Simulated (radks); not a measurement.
Values are calculated unless marked as measured or tabulated.
Ionisation of neutral molybdenum, [Kr] 4d5 5s1, to Mo+, [Kr] 4d5, under several functionals. Scalar-relativistic Kohn-Sham, spin-unpolarised, spherical densities, finite nucleus; a radial shooting solver on a logarithmic mesh with Libxc functionals.

\begin{tabular}{lrrrrrr}
functional & E(Mo) (hartree) & Exc (hartree) & IE (eV) & -e(HOMO) (eV) & <r> HOMO (bohr) & IE error (eV) \\ \hline
exchange-only LDA & -4040.48181 & -115.25305 & 6.293 & 2.887 & 2.040 & -0.800 \\
BLYP & -4049.09509 & -123.98420 & 6.935 & 3.634 & 2.010 & -0.158 \\
MS2 meta-GGA & -4048.53175 & -123.35009 & 6.752 & 3.717 & 2.004 & -0.341 \\
LDA (Slater exchange, VWN5 correlation) & -4044.37936 & -119.22314 & 7.176 & 3.934 & 2.002 & +0.084 \\
r2SCAN & -4049.12952 & -123.88178 & 6.634 & 3.716 & 1.992 & -0.458 \\
RPBE & -4048.84092 & -123.74274 & 6.765 & 3.699 & 1.996 & -0.327 \\
revPBE & -4048.76219 & -123.66245 & 6.773 & 3.699 & 1.997 & -0.319 \\
OLYP & -4050.20385 & -125.21146 & 6.498 & 3.574 & 1.974 & -0.595 \\
SOGGA & -4046.06751 & -120.93248 & 6.778 & 3.674 & 1.999 & -0.314 \\
\end{tabular}

NIST Atomic Spectra Database: 7.092 eV (measured). Closest: LDA (Slater exchange, VWN5 correlation). The Delta-SCF values span 0.88 eV, the total energies 9.72 hartree. The highest occupied level is 4d. Spin polarisation and multiplet splitting are left out, so open shells lie too high by an amount that depends on their filling.

Beside tabulated values, note that spin-unpolarised runs miss the spin-polarisation part of the exchange energy of open shells.
